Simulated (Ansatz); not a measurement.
Isolated molecules relaxed with PBE0-D4/def2-TZVP in Ansatz; ΔE leaves out vibrations. CCSD(T)/CBS adds triple-zeta CCSD(T) − MP2 to the extrapolated MP2 energy (def2 sets, frozen cores). Functionals use def2-TZVPP. B3LYP here is the variant with VWN-RPA as its local correlation; programs differ in this. Each species was taken in one conformer, which may not be the lowest.

Reaction (ligand exchange at the Si–N bond): `BN(CC)[SiH2]Cl` + `FCS` → `FCS[SiH2]Cl` + `BNCC`

`BN(CC)[SiH2]Cl`:

Cartesian coordinates in Å:
```
B -1.476 0.736 0.917
N -0.575 0.223 -0.023
C 0.152 -1.030 0.225
C 1.493 -0.794 0.889
Si -0.302 1.025 -1.536
Cl -1.107 -0.076 -3.077
H -1.660 0.136 1.938
H -2.045 1.763 0.684
H 0.286 -1.563 -0.722
H -0.474 -1.665 0.855
H 1.359 -0.305 1.857
H 2.135 -0.160 0.274
H 2.011 -1.742 1.053
H 1.150 1.101 -1.819
H -0.946 2.350 -1.514
```

`FCS`:

```xyz
6

F     0.064    1.280    0.834
C     0.387    0.071    0.265
S    -0.411   -0.196   -1.314
H     0.123   -0.718    0.970
H     1.462    0.056    0.070
H    -1.626   -0.492   -0.825
```

`FCS[SiH2]Cl`:

Cartesian coordinates in Å:
```
F 0.941 -0.739 -1.765
C 1.259 -0.755 -0.432
S 0.999 0.849 0.358
Si -1.123 0.890 0.422
Cl -1.860 -0.696 1.504
H 2.323 -0.976 -0.327
H 0.660 -1.523 0.059
H -1.471 2.155 1.103
H -1.728 0.794 -0.922
```

`BNCC`:

Z-matrix (Å, degrees):
```
C
N 1 1.448
C 1 1.517 2 112.7
H 1 1.092 2 107.3 3 -121.6
H 1 1.097 2 109.8 3 122.5
B 2 1.383 1 127.1 3 117.0
H 2 1.009 1 113.6 3 -61.7
H 3 1.094 1 111.1 2 59.7
H 3 1.092 1 110.7 2 -60.3
H 3 1.093 1 110.7 2 179.3
H 6 1.197 2 118.9 1 -179.2
H 6 1.199 2 118.9 1 0.9
```

(1) Is it downhill or uphill in electronic energy at CCSD(T)/CBS, and by how much? (An estimate is asked.)

(2) What do these levels give: PBE0-D4, B3LYP, SCS-MP2/def2-TZVPP, CCSD(T)/def2-TZVPP, HF/def2-QZVPP, MP2/CBS(def2)? (Best estimate.)

Largest T1 diagnostic among the species: 0.012.

## Answers

(1) Ansatz gave: Downhill: ΔE = -9.5 kJ/mol.

(2) Computed: PBE0-D4 -18.9, B3LYP -17.1, SCS-MP2/def2-TZVPP -4.9, CCSD(T)/def2-TZVPP -5.7, HF/def2-QZVPP -5.6, MP2/CBS(def2) -10.2 kJ/mol.

The D4 term adds +5.1 kJ/mol with B3LYP and +3.1 kJ/mol with PBE0; it sums over pairs of atoms, weighted by their polarisabilities, and B3LYP, whose exchange is more repulsive, gets the larger term. From PBE to PBE0 (25 % exact exchange), in def2-TZVPP and without D4, ΔE moves by +4.0 kJ/mol.
